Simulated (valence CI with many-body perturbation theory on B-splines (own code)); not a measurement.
Kr³⁺: E2, E3, M1, M2 decay

Level of theory: relativistic CI+MBPT: five valence electrons over a frozen Dirac-Fock core [Ar] 3d10, a basis of 9 s, 9 p, 8 d, 6 f, 3 g, 1 h functions for each j, with the one-electron correlation potential Σ1 (screened to all orders), the two-electron term Σ2, the three-electron term Σ3, Breit, model QED; selected single and double excitations, second order for the rest, scaled by the run's own slope (own B-spline code, finite nucleus).

Set against measurement, 41 paired levels are off by 172 cm⁻¹ on average, the worst by 331. These come from a selection out of Saloman, J. Phys. Chem. Ref. Data 36, 215 (2007). Levels without a partner in it may be off by more. Among the levels kept, up to 1300 cm⁻¹ of a level comes from second order outside the variational space, and about a tenth of that is noise between levels of different J, which matters for small intervals. 2 measured levels below the end of the list, from 202373 cm⁻¹ on, found no clear computed partner, and computed levels of the same name lie up to 1986 cm⁻¹ from them.

Lines 1 to 22 of 22 in falling wavelength, among levels below 236682 cm⁻¹, chosen from the decays that carry over 1 % of a level's rate. Wavelengths and rates use the calculated energies, so an error of 200 cm⁻¹ moves a line at 711.8 nm by 1.4 % and its rate by three times that or more. Electric multipoles are in the length gauge, E1 and E2 with the static RPA response of the core. Weak lines are less certain than strong ones. Lines between different terms over intervals too small for the method are left out, as are lines whose strength nearly cancels.

Names give the largest LS component (configuration and term), which can be under half, so a name can repeat, a term be missing and a line seem to break the LS rules; names also repeat where a configuration has a term twice. Letters in brackets count levels of one name in rising energy.

| λ vac (nm) | λ from measured levels | Upper | Lower | Type | A (s⁻¹) | Branch % |
| --- | --- | --- | --- | --- | --- | --- |
| 6069 | 6014 | 4s2.4p3 2D°_5/2 | 4s2.4p3 2D°_3/2 | M1 | 4.36e-02 | 24.3 |
| 3781 | 3779 | 4s2.4p2.4d 4F_9/2 | 4s2.4p2.4d 4F_7/2 | M1 | 4.60e-01 | 5.3 |
| 838.6 |  | 4s2.4p2.4d 2G_9/2 | 4s2.4p2.4d 2F_7/2 [a] | M1 | 4.73e-01 | 2.3 |
| 711.8 | 713.3 | 4s2.4p3 2P°_1/2 | 4s2.4p3 2D°_3/2 | M1 | 4.75e+00 | 27.9 |
| 711.8 | 713.3 | 4s2.4p3 2P°_1/2 | 4s2.4p3 2D°_3/2 | E2 | 3.40e-01 | 2.0 |
| 678.8 | 680.0 | 4s2.4p3 2P°_3/2 | 4s2.4p3 2D°_5/2 | M1 | 5.21e+00 | 12.6 |
| 678.8 | 680.0 | 4s2.4p3 2P°_3/2 | 4s2.4p3 2D°_5/2 | E2 | 4.86e-01 | 1.2 |
| 610.5 | 610.9 | 4s2.4p3 2P°_3/2 | 4s2.4p3 2D°_3/2 | M1 | 1.25e+01 | 30.2 |
| 583.6 | 586.9 | 4s2.4p3 2D°_3/2 | 4s2.4p3 4S°_3/2 | M1 | 2.83e+00 | 99.6 |
| 532.4 | 534.8 | 4s2.4p3 2D°_5/2 | 4s2.4p3 4S°_3/2 | M1 | 1.08e-01 | 60.5 |
| 532.4 | 534.8 | 4s2.4p3 2D°_5/2 | 4s2.4p3 4S°_3/2 | E2 | 2.72e-02 | 15.2 |
| 509.4 |  | 4s2.4p2.4d 2G_9/2 | 4s2.4p2.4d 4F_9/2 | M1 | 6.99e+00 | 34.1 |
| 448.9 |  | 4s2.4p2.4d 2G_9/2 | 4s2.4p2.4d 4F_7/2 | M1 | 4.08e+00 | 19.9 |
| 320.7 | 322.0 | 4s2.4p3 2P°_1/2 | 4s2.4p3 4S°_3/2 | M1 | 1.18e+01 | 69.2 |
| 298.4 | 299.4 | 4s2.4p3 2P°_3/2 | 4s2.4p3 4S°_3/2 | M1 | 2.28e+01 | 55.2 |
| 193.3 |  | 4s2.4p2.4d 2G_9/2 | 4s.4p4 2D_5/2 | E2 | 6.11e+00 | 29.8 |
| 166.6 | 166.3 | 4s2.4p2.4d 4F_9/2 | 4s.4p4 4P_5/2 | E2 | 5.04e+00 | 58.4 |
| 125.5 |  | 4s2.4p2.4d 2G_9/2 | 4s.4p4 4P_5/2 | E2 | 1.91e+00 | 9.3 |
| 62.59 | 62.43 | 4s2.4p2.4d 4F_9/2 | 4s2.4p3 2D°_5/2 | M2 | 2.80e+00 | 32.4 |
| 56.01 | 55.90 | 4s2.4p2.4d 4F_9/2 | 4s2.4p3 4S°_3/2 | E3 | 2.86e-01 | 3.3 |
| 55.74 |  | 4s2.4p2.4d 2G_9/2 | 4s2.4p3 2D°_5/2 | M2 | 3.48e-01 | 1.7 |
| 55.74 |  | 4s2.4p2.4d 2G_9/2 | 4s2.4p3 2D°_5/2 | E3 | 2.13e-01 | 1.0 |
